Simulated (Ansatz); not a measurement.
Consider the substitution at a C–C bond: `B[SiH](C)CC` + `CNBN` → `CN(C)BN` + `B[SiH](C)C`.

Gas-phase electronic energies from Ansatz, PBE0-D4/def2-TZVP geometries. CCSD(T)/CBS adds triple-zeta CCSD(T) − MP2 to the extrapolated MP2 energy (def2 sets, frozen cores). One conformer a species, not always the lowest.

`B[SiH](C)CC`:

Z-matrix (Å, degrees):
```
Si
C 1 1.879
C 1 1.885 2 110.7
B 1 2.010 2 113.2 3 129.4
H 1 1.504 2 108.5 3 -117.9
H 2 1.092 1 110.8 3 177.1
H 2 1.093 1 111.0 3 -63.1
H 2 1.093 1 111.0 3 56.9
C 3 1.525 1 113.8 2 -173.9
H 3 1.096 1 108.0 2 -51.0
H 3 1.096 1 108.3 2 63.1
H 4 1.198 1 122.7 2 -151.2
H 4 1.199 1 120.9 2 32.1
H 9 1.093 3 111.5 1 -59.2
H 9 1.093 3 111.8 1 -179.5
H 9 1.093 3 111.2 1 60.3
```

`CNBN`:

```xyz
11

C     1.578   -0.718   -0.065
N     0.506    0.241    0.010
B    -0.868   -0.063    0.006
N    -1.873    0.926    0.082
H     2.206   -0.570   -0.951
H     2.228   -0.683    0.817
H     1.154   -1.721   -0.124
H     0.813    1.199    0.067
H    -1.199   -1.215   -0.063
H    -1.699    1.913    0.143
H    -2.847    0.689    0.078
```

`CN(C)BN`:

```xyz
14

C    -0.680   -0.717   -1.006
N    -0.274    0.110    0.097
C    -1.377    0.750    0.764
B     1.061    0.294    0.517
N     2.179   -0.311   -0.094
H     0.179   -1.176   -1.495
H    -1.347   -1.525   -0.676
H    -1.222   -0.134   -1.763
H    -1.010    1.361    1.587
H    -1.940    1.396    0.077
H    -2.083    0.012    1.170
H     1.258    1.015    1.456
H     2.150   -0.934   -0.880
H     3.107   -0.143    0.247
```

`B[SiH](C)C`:

Cartesian coordinates in Å:
```
B -1.730 -0.128 -1.098
Si -0.010 0.377 -0.191
C -0.142 0.471 1.681
C 1.451 -0.693 -0.693
H -1.743 -0.636 -2.184
H -2.796 0.126 -0.614
H 0.221 1.766 -0.718
H -0.330 -0.517 2.109
H 0.781 0.856 2.121
H -0.961 1.128 1.980
H 1.561 -0.716 -1.780
H 1.318 -1.721 -0.348
H 2.382 -0.314 -0.265
```

| species | MP2/def2-QZVPP energy (Eh) |
| --- | --- |
| `B[SiH](C)CC` | -434.49275 |
| `CNBN` | -176.43997 |
| `CN(C)BN` | -215.66612 |
| `B[SiH](C)C` | -395.26181 |

Work out ΔE.

ΔE = (-215.66612) + (-395.26181) − (-434.49275) − (-176.43997) = 0.00479 Eh = +3.0 kcal/mol. CCSD(T)/CBS gives +3.1 kcal/mol.

Largest T1 diagnostic among the species: 0.011.

In def2-TZVPP, CCSD(T) changes the Hartree–Fock value by −1.0 kcal/mol (the triples alone add −0.3 kcal/mol) and MP2 by −0.9 kcal/mol.
